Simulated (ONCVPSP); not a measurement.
# osmium (Os): one change to an ONCV potential, before and after

```
Element                 : osmium
Generator               : ONCVPSP 4.0.1
Type                    : optimised norm-conserving Vanderbilt (ONCV)
Functional              : PBEsol
Relativity              : scalar-relativistic
Frozen core             : [Kr] 4d10 4f14
Valence charge          : 16
Reference configuration : 5s2 5p6 5d6 6s1 (charge +1)
Partial waves           : 5s+6s: rc 1.45 bohr, ncon 3, nbas 6, qcut 6.8 1/bohr, 2 projectors; 5p: rc 1.65 bohr, ncon 4, nbas 7, qcut 9.8 1/bohr, 3 projectors, debl 0.5 Ha; 5d: rc 2.05 bohr, ncon 3, nbas 7, qcut 9 1/bohr, 2 projectors, debl 3.5 Ha
Local potential         : polynomial inside 1.25 bohr (lpopt 5, dvloc0 -1 Ha)
Core correction         : polynomial model core, fcfact 0.45
```

In the p channel the program set the typed energies aside and used -2.166, 0.250, 0.750 Ha.

Change: s: rc 1; local potential polynomial inside 1.00 bohr (lpopt 5, dvloc0 -1 Ha).

Cutoffs: the cutoffs (Ha) at which the residual kinetic energy of the hardest occupied pseudo-wave falls to 1 and 0.1 mHa per electron; they do not see the model core or the augmentation charge, which bear on the density cutoff. Errors are all-electron minus pseudo energies relative to the spin-unpolarised reference configuration.

**Question.** What does the change do?

**Answer.** The lowest positive-energy flag moves from none to s at 27.1 eV; of the 4 tests that both files solve, the error grows in 1 and shrinks in 2 by more than 15 % and 0.3 meV (median size 5.2 → 4.0 meV); neither file shows a bound ghost.

```tsv
quantity	base	changed
cutoffs, loose and tight	28 Ha, 36 Ha	not determined
bound ghosts	none	none
GHOST(+) flags under 300 eV	none	s at 27.1 eV
error for 5s2 5p6 5d6 6s2, meV [ΔE -9.62 eV]	+2.1	+2.6
error for 5s2 5p6 5d6 6s0, meV [ΔE 16.94 eV]	-7.8	-5.5
error for 5s2 5p6 5d5 6s0, meV [ΔE 45.82 eV]	-17	-15
error for 5s2 5p6 5d5 6s2 6p1, meV [ΔE -3.47 eV]	-2.6	-0.2
p: phases at 1.68 bohr within 0.05 rad from the reference energy up to (Ha; the scan ends near 5)	to the end of the scan	to the end of the scan
d: phases at 2.08 bohr within 0.05 rad from the reference energy up to (Ha; the scan ends near 5)	to the end of the scan	to the end of the scan
rms error of d²Exc/dni dnj with the model core, mHa	1.04	0.31
```
